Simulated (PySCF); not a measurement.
Geometry (Å), atoms numbered from 1 in this order:
```xyz
18

N     4.0991   -2.2356   -0.2781
C     3.1011   -1.6810   -0.0745
C     1.8674   -0.9986    0.1704
C     1.4670   -0.7237    1.4862
C     0.2667   -0.0636    1.7287
C    -0.5413    0.3251    0.6580
C    -0.1408    0.0507   -0.6731
C     1.0558   -0.6064   -0.9120
Si   -1.4887    0.7226   -1.8044
C    -2.4956    1.3285   -0.3451
C    -1.8313    1.0240    0.7900
H     2.1055   -1.0331    2.3156
H    -0.0415    0.1477    2.7556
H     1.3875   -0.8301   -1.9285
H    -1.0165    1.8047   -2.7193
H    -2.1612   -0.3324   -2.6205
H    -3.4575    1.8451   -0.3263
H    -2.2035    1.2683    1.7914
```

Theoretical values (PySCF 2.14.0 with density-fitted response routines): geometry: PBE0-D3(BJ)/def2-SVP, NMR shieldings at KT2/pcSseg-2/GIAO. Isolated molecule, single conformer, relativity neglected, averaged over atoms made equivalent by symmetry, fast rotation or ring inversion.

References, each an isolated molecule treated in the same way: $^{13}$C (σ = 182.28 ppm) and $^{1}$H (σ = 31.18 ppm) and $^{29}$Si (σ = 350.99 ppm) against TMS; $^{15}$N (σ = 260.12 ppm) against NH3.

| atoms | nucleus | count | δ (ppm) |
| --- | --- | --- | --- |
| C6 | $^{13}$C | 1 | ? |
| C4 | $^{13}$C | 1 | 133.9 |
| C10 | $^{13}$C | 1 | ? |
| C3 | $^{13}$C | 1 | 111.5 |
| H15/H16 | $^{1}$H | 2 | ? |
| C2 | $^{13}$C | 1 | 117.9 |
| N1 | $^{15}$N | 1 | 294.9 |
| C11 | $^{13}$C | 1 | 154.1 |
| H17 | $^{1}$H | 1 | 6.49 |
| C5 | $^{13}$C | 1 | 123.3 |
| H12 | $^{1}$H | 1 | 7.53 |
| Si9 | $^{29}$Si | 1 | -43.6 |
| C7 | $^{13}$C | 1 | 132.5 |
| H18 | $^{1}$H | 1 | ? |
| C8 | $^{13}$C | 1 | 136.4 |
| H13 | $^{1}$H | 1 | 7.27 |
| H14 | $^{1}$H | 1 | ? |

Question: Complete the table.

Answer: 
- C6: 152.2 ppm, substituted aromatic carbon
- C10: 130.1 ppm, alkene CH; the olefinic region
- H14: 7.83 ppm, hydrogen on an aromatic CH; it sits in the deshielding region of the aromatic ring current
- H18: 7.62 ppm, hydrogen on an alkene CH; a vinylic proton, deshielded by the sp2 carbon and the C=C anisotropy
- H15/H16: 4.97 ppm, hydrogen on a silicon bonded to 2 C, in a 5-membered ring

Shifts are as computed. Against solution values, carbons near 30 ppm lie about +3 ppm off and those near 130 ppm about -1 ppm. Of 1313 compounds with measured shifts, 239 miss one by over three times the rms of a fit or turn the order of signals round; such compounds aren't used in these exercises. Experimental scales use liquid or dissolved standards, which lie at an offset from isolated NH3 (liquid NH3: subtract about 20 ppm). Unscaled 15N shifts of sp2 nitrogen come out 20 to 40 ppm too high even then.
